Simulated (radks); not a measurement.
Tb2+, 63 electrons, occupied as [Xe] 4f8.75 6p0.25 (fractional occupations, a model configuration). All-electron calculation, Dirac Kohn-Sham, PBE, spin-unpolarised, spherical densities, point nucleus; open shells are shared between the two j in proportion to 2j + 1. Program: a radial shooting solver on a logarithmic mesh with Libxc functionals.

Normalised radial functions P(r) = r R(r) (large component), r in bohr:

r	5p1/2	4f7/2
0.003119	0.0126	0.0000
0.003632	0.0154	0.0000
0.004228	0.0189	0.0000
0.004961	0.0235	0.0000
0.005776	0.0289	0.0000
0.006778	0.0360	0.0000
0.007891	0.0443	0.0000
0.009186	0.0543	0.0000
0.01078	0.0671	0.0000
0.01255	0.0816	0.0001
0.01473	0.0994	0.0001
0.01714	0.1188	0.0002
0.01996	0.1401	0.0004
0.02342	0.1637	0.0007
0.02727	0.1859	0.0012
0.032	0.2064	0.0022
0.03725	0.2202	0.0036
0.04337	0.2242	0.0061
0.05089	0.2130	0.0104
0.05924	0.1830	0.0170
0.06952	0.1274	0.0279
0.08094	0.0511	0.0439
0.09422	-0.0438	0.0677
0.1106	-0.1526	0.1042
0.1287	-0.2468	0.1532
0.1499	-0.3098	0.2191
0.1759	-0.3175	0.3093
0.2047	-0.2525	0.4149
0.2402	-0.1067	0.5441
0.2797	0.0839	0.6771
0.3256	0.2823	0.8094
0.3821	0.4388	0.9333
0.4448	0.4831	1.0214
0.522	0.3865	1.0689
0.6077	0.1662	1.0656
0.7075	-0.1357	1.0175
0.8302	-0.4703	0.9281
0.9665	-0.7361	0.8189
1.134	-0.9082	0.6919
1.32	-0.9490	0.5699
1.537	-0.8798	0.4539
1.804	-0.7231	0.3438
2.1	-0.5390	0.2538
2.464	-0.3525	0.1763
2.869	-0.2098	0.1189
3.34	-0.1102	0.0758
3.919	-0.0479	0.0437
4.563	-0.0183	0.0237
5.354	-0.0054	0.0111
6.233	-0.0014	0.0047
7.257	-0.0003	0.0017
8.516	0.0000	0.0005
9.914	0.0000	0.0001
11.63	0.0000	0.0000
13.54	0.0000	0.0000

5p1/2: eigenvalue -43.484 eV, 3 radial nodes at r = 0.0881, 0.262, 0.663 bohr, <r> = 1.48 bohr, 90 % of the charge inside 2.17 bohr. 4f7/2: eigenvalue -18.777 eV, 0 radial nodes, <r> = 0.883 bohr, 90 % of the charge inside 1.54 bohr.
